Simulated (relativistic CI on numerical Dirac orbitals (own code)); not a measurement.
# Pt5+: L2,3 absorption edge

Computed with this model: Dirac-Coulomb-Breit CI, separate exchange-only KLI orbitals for each configuration, model QED, valence Slater integrals scaled by 0.8, multiplet model of core-to-valence dipole absorption; configurations [Xe] 4f14 5d5 → [He] 2s2 2p5 3s2 3p6 3d10 4s2 4p6 4d10 4f14 5s2 5p6 5d6; 300 K; Lorentzian 5 eV and Gaussian 1 eV FWHM. Energies are those of the free ion, without screening or charge transfer. The branching ratio is the share of the lower-energy edge in the whole absorption, uncertain by about 0.02 where the edges overlap. S is read from ⟨S²⟩ = S(S + 1).

Field parameters in Wybourne normalisation: Td as Oh with Dq negative (B⁴₀ = 21Dq, B⁴₄ = √(5/14) B⁴₀). The field is a parameter set, without covalency.

Case Td, 10Dq = -16600 cm⁻¹, the dichroism is that of the ground state at zero temperature, magnetised by exchange field 10 meV on Sz. The dichroism I(Δm = −1) − I(Δm = +1), over the sum of the three polarisations, integrates to -0.0954 on the lower edge and 0.0308 on the upper edge. The branching ratio is 0.907.

Use the orbital sum rule with 5 holes to get ⟨Lz⟩.

For a p → d edge ⟨Lz⟩ = 2 × n_h × (sum of both integrals) in this sign convention = -0.65; the ground state itself has ⟨Lz⟩ = -0.53 and ⟨Sz⟩ = -1.20. The rule assumes one radial integral for both edges, which relativistic orbitals only approach.
